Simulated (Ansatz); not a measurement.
Be₅Se₄. Total charge 0; singlet. Geometry B3LYP-D4/def2-SVP.

```tsv
atom	x (Å)	y (Å)	z (Å)
Be1	1.908	-0.685	0.770
Be2	1.303	-0.761	-1.805
Be3	-1.388	0.049	-1.383
Be4	0.801	0.591	1.927
Be5	-1.772	0.778	1.338
Se6	2.622	-1.868	-0.734
Se7	0.003	0.432	-2.805
Se8	-2.818	-0.334	0.001
Se9	-0.659	1.799	2.690
```

Another isomer (singlet) lies 0.61 eV lower at PBE0-D4/def2-TZVP; other spin states weren't run for this one.

(1) Estimate the orbital energies around the gap (eV) in Ansatz with HF/def2-TZVP, PBE-D4/def2-TZVP, r2SCAN-D4/def2-TZVP, B97M-V/def2-TZVP, PBE0-D4/def2-SVP.

## Answers

(1) 
```csv
orbital,HF/def2-TZVP,PBE-D4/def2-TZVP,r2SCAN-D4/def2-TZVP,B97M-V/def2-TZVP,PBE0-D4/def2-SVP
HOMO−9,-12.35,-8.38,-8.71,-8.67,-9.66
HOMO−8,-12.08,-8.22,-8.53,-8.51,-9.55
HOMO−7,-11.72,-7.95,-8.27,-8.28,-9.26
HOMO−6,-11.52,-7.82,-8.14,-8.13,-9.11
HOMO−5,-11.39,-7.72,-8.03,-8.02,-8.99
HOMO−4,-10.39,-6.94,-7.22,-7.15,-8.07
HOMO−3,-10.11,-6.70,-6.98,-6.91,-7.81
HOMO−2,-10.04,-6.47,-6.74,-6.67,-7.56
HOMO−1,-9.75,-6.45,-6.72,-6.65,-7.50
HOMO,-9.74,-6.36,-6.64,-6.50,-7.45
LUMO,0.09,-3.38,-3.24,-3.26,-2.79
LUMO+1,0.71,-2.82,-2.65,-2.74,-2.19
LUMO+2,1.24,-2.12,-1.86,-1.80,-1.44
LUMO+3,1.51,-2.09,-1.80,-1.72,-1.44
LUMO+4,1.67,-1.52,-1.11,-1.23,-0.78
LUMO+5,1.70,-1.39,-1.03,-1.06,-0.63
```
